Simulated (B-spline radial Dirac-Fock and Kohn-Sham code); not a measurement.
## The M5 (3d5/2) hole of technetium ions: width and yield against charge

Calculated with a radial finite-basis atomic code, using a relativistic independent-particle model: LDA orbitals of the hole state, radiative multipoles to third order, Auger rates from the Coulomb interaction with a continuum orbital, Dirac-Fock energies. Tabulated ground configurations, configuration averages; single configurations, so decays that open only by mixing (as 1s 2s² with 1s 2p² in Be-like ions) are missing and such tiny yields are far too low.

```tsv
ion	configuration	radiative (eV)	non-radiative (eV)	yield
Tc	[Kr] 4d5 5s2	4.39e-05	0.167	0.000262
Tc⁺	[Kr] 4d5 5s1	4.40e-05	0.171	0.000258
Tc²⁺	[Kr] 4d5	4.42e-05	0.174	0.000255
Tc³⁺	[Kr] 4d4	4.59e-05	0.152	0.000301
Tc⁴⁺	[Kr] 4d3	4.79e-05	0.127	0.000378
Tc⁵⁺	[Kr] 4d2	5.02e-05	0.0974	0.000515
Tc⁶⁺	[Kr] 4d1	5.29e-05	0.0650	0.000812
Tc⁷⁺	[Ar] 3d10 4s2 4p6	5.58e-05	0.0357	0.00156
```
